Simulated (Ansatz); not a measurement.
# Relative stability

The two ends of one reaction step of C₂H₅Br, closed shell (PBE0-D4/def2-TZVP).

A:

Br1  (-0.848, -1.995, -0.492)
C2  (-0.406, -0.097, -0.576)
H3  (-1.362, 0.421, -0.584)
H4  (0.084, 0.042, -1.538)
C5  (0.466, 0.320, 0.579)
H6  (1.410, -0.226, 0.579)
H7  (0.688, 1.389, 0.498)
H8  (-0.032, 0.145, 1.533)
(Å)

B:

Br1  (-1.300, -2.471, 1.083)
C2  (0.024, 0.531, -0.855)
H3  (-0.953, 0.956, -1.061)
H4  (0.480, -0.051, -1.649)
C5  (0.633, 0.719, 0.307)
H6  (1.612, 0.299, 0.512)
H7  (0.179, 1.305, 1.099)
H8  (-0.676, -1.288, 0.564)
(Å)

Program: Ansatz 0.2.0. Basis: def2-TZVPP. Cores are frozen in the correlated methods. Filled d shells of the heavier atoms are correlated. The def2 sets are not built for correlating such inner shells, so the correlated values are less sure here. B3LYP uses VWN-RPA correlation.

(1) Which structure is lower at CCSD(T), and by how much? (Judge from chemistry; the value comes from the calculation.)

T1 diagnostic: at most 0.008.

## Answers

(1) By the calculation: A, by 20.72 kcal/mol (electronic energy, against the other). By their contacts, A is C₂H₅Br (CCBr) and B is a complex of C₂H₄ (C=C) + HBr.

All methods give the same order:

```csv
method,E(B) − E(A) (kcal/mol)
SPW92,26.80
PBE-D4,22.08
BLYP-D4,17.39
r2SCAN-D4,22.63
B97M-V,21.25
PBE0-D4,24.24
B3LYP-D4,19.56
r2SCAN0-D4,24.25
BHLYP-D4,21.75
CAM-B3LYP-D4,21.02
wB97X-V,23.86
wB97M-V,21.77
B2PLYP,20.26
PBE-QIDH,25.34
RPA on PBE,20.65
HF,18.98
MP2,22.93
CCSD,20.94
CCSD(T),20.72
```

For scale, one of the runs: CCSD(T)/def2-TZVPP, 180 basis functions, launched by `ansatz run in.yaml --threads 4 --pin off --events-out ev --progress --plain --max-ram 9574MiB`. The run took 29 s on 4 CPU threads of an Intel Xeon Platinum 8259CL (shared host), with 1.8 GiB of host memory at its peak.
